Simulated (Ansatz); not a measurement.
`FC(F)O[SiH3]` + `N#CO` → `N#CO[SiH3]` + `OC(F)F`  (ligand exchange at the Si–O bond)

Isolated molecules relaxed with PBE0-D4/def2-TZVP in Ansatz; ΔE leaves out vibrations. CCSD(T)/CBS adds triple-zeta CCSD(T) − MP2 to the extrapolated MP2 energy (def2 sets, frozen cores). This one scheme is used for every species. DFT in def2-TZVPP. Each species was taken in one conformer, which may not be the lowest.

Q: Is it downhill or uphill in electronic energy at CCSD(T)/CBS, and by how much? (An estimate is asked.)

A: Computed: Downhill: ΔE = -2.8 kcal/mol.

Q: What do these levels give: r2SCAN0-D4, CAM-B3LYP-D4, BLYP, PBE0, HF/def2-QZVPP, SCS-MP2/def2-QZVPP? (Best estimate.)

A: The calculation gave: r2SCAN0-D4 -2.7, CAM-B3LYP-D4 -2.8, BLYP -3.4, PBE0 -3.0, HF/def2-QZVPP -3.5, SCS-MP2/def2-QZVPP -3.2 kcal/mol.

Q: What do rigid-rotor, harmonic-oscillator terms from PBE0-D4/def2-TZVP frequencies (298.15 K, 1 bar) make of the CCSD(T)/CBS value? (Estimate.)

A: The calculation gave: ΔZPE = +0.6 kcal/mol, ΔH = -2.5 kcal/mol, ΔS = 1 J/(mol·K), ΔG = -2.6 kcal/mol.

Largest T1 diagnostic among the species: 0.014.

Leaving LDA and LC-ωPBE aside and taking each functional with its dispersion term where it has one, the values, not all of them listed here, spread over 1.1 kcal/mol, from B2PLYP to B97M-V. LDA lies +0.8 kcal/mol from PBE without D4.
